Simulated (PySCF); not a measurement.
H5P, SMILES [H][P@TB7]([H])([H])([H])[H].

Geometry optimised at PBE0-D3(BJ)/def2-TZVPD.

These are TDDFT-PBE/def2-TZVPD in PySCF values and carry that method's errors.

Vertical excitations; the highest root listed may be one member of a degenerate set. Isolated molecule, no solvent. State labels are in the subgroup C2v.

| state | symmetry | energy (eV) | λ (nm) | f | main pairs |
|---|---|---|---|---|---|
| S1 | A1 | 4.27 | 291 | 0.000 | HOMO→LUMO 99 % |
| S2 | A1 | 5.05 | 245 | 0.012 | HOMO→LUMO+2 (degenerate set) |
| S3 | B1 | 5.05 | 245 | 0.012 | HOMO→LUMO+1 (degenerate set) |
| S4 | A2 | 6.76 | 183 | 0.000 | HOMO→LUMO+4 (degenerate set) |
| S5 | B2 | 6.76 | 183 | 0.000 | HOMO→LUMO+5 (degenerate set) |
| S6 | B2 | 6.81 | 182 | 0.247 | HOMO→LUMO+3 98 % |
| S7 | B1 | 6.99 | 177 | 0.042 | HOMO→LUMO+7 (degenerate set) |
| S8 | A1 | 6.99 | 177 | 0.042 | HOMO→LUMO+6 (degenerate set) |
| S9 | A1 | 8.80 | 141 | 0.000 | HOMO→LUMO+8 92 % |
| S10 | A1 | 9.05 | 137 | 0.000 | HOMO→LUMO+9 90 % |
| T1 | A1 | 3.71 | 334 | 0 | HOMO→LUMO 99 % |
| T2 | A1 | 4.51 | 275 | 0 | HOMO→LUMO+2 (degenerate set) |
| T3 | B1 | 4.51 | 275 | 0 | HOMO→LUMO+1 (degenerate set) |
| T4 | B2 | 6.29 | 197 | 0 | HOMO→LUMO+3 99 % |
Triplets are in the Tamm–Dancoff approximation, which puts them higher than full response would, so one can lie above its singlet here.
